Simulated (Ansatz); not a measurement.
Geometry optimisation, Ansatz, RKS B3LYP-D4/6-31G.

The input (input.yaml):

```yaml
crystal:
  periodic: [false, false, false]
  atoms:
    - { symbol: "N", position_ang: [-1.1543, -1.7357, -0.041] }
    - { symbol: C, position_ang: [-0.1207, -0.8365, -0.4761] }
    - { symbol: C, position_ang: [1.0992, -1.1975, 0.3408] }
    - { symbol: C, position_ang: [1.3625, 0.3335, 0.5054] }
    - { symbol: "N", position_ang: [-0.1613, 0.4419, 0.2095] }
    - { symbol: Si, position_ang: [-0.884, 1.891, -0.3629] }
    - { symbol: H, position_ang: [-1.3195, -1.6389, 0.9591] }
    - { symbol: H, position_ang: [-2.0558, -1.3876, -0.4588] }
    - { symbol: H, position_ang: [0.0612, -0.775, -1.5151] }
    - { symbol: H, position_ang: [1.9382, -1.705, -0.162] }
    - { symbol: H, position_ang: [0.9503, -1.7142, 1.3292] }
    - { symbol: H, position_ang: [1.9699, 0.7794, -0.2265] }
    - { symbol: H, position_ang: [1.5518, 0.6856, 1.4871] }
    - { symbol: H, position_ang: [-0.7053, 2.967, 0.6497] }
    - { symbol: H, position_ang: [-0.2327, 2.2142, -1.6405] }
    - { symbol: H, position_ang: [-2.3227, 1.655, -0.5536] }
basis:
  gaussian: { orbitals: "6-31G" }
hamiltonian:
  xc: b3lyp
  dispersion: d4
relax:
  f_tol: 0.02
  max_steps: 50
output:
  orbitals: {}
```

Command:

```bash
$ ansatz run input.yaml --threads 1 --pin off --max-ram 2048MiB --backend cpu --events-out ev --progress --plain --runs-dir out
```

**Question.** Where does it end, and by what steps?

**Answer.** The forces met the threshold. Limits of this set-up: no polarisation functions. After 12 steps the energy has fallen by 1.016 eV; H15 moved furthest, 0.59 Å.

```tsv
step	energy less start (eV)	largest force component (eV/Å)	accepted
0	0.0000	3.471	yes
1	-0.8555	1.273	yes
2	-0.9488	0.607	yes
3	-0.9949	0.333	yes
4	-0.9597	0.601	no
5	-1.0113	0.141	yes
6	-1.0088	0.307	no
7	-1.0143	0.022	yes
8	-1.0150	0.045	yes
9	-1.0155	0.035	yes
10	-1.0160	0.034	yes
11	-1.0161	0.032	yes
12	-1.0163	0.014	yes
```

```xyz
16
Properties=species:S:1:pos:R:3
N -1.292 -1.606 0.069
C -0.125 -0.927 -0.395
C 1.211 -1.219 0.359
C 1.428 0.317 0.499
N 0.057 0.524 -0.030
Si -0.879 1.971 -0.414
H -1.512 -1.477 1.049
H -2.101 -1.608 -0.535
H -0.053 -1.100 -1.478
H 1.964 -1.774 -0.205
H 1.031 -1.724 1.312
H 2.227 0.709 -0.146
H 1.585 0.695 1.517
H -0.907 2.907 0.767
H -0.382 2.779 -1.596
H -2.276 1.511 -0.728
```

The run took 69 s on 1 thread of Arm Neoverse V2, on a shared host, peak memory 0.2 GiB.
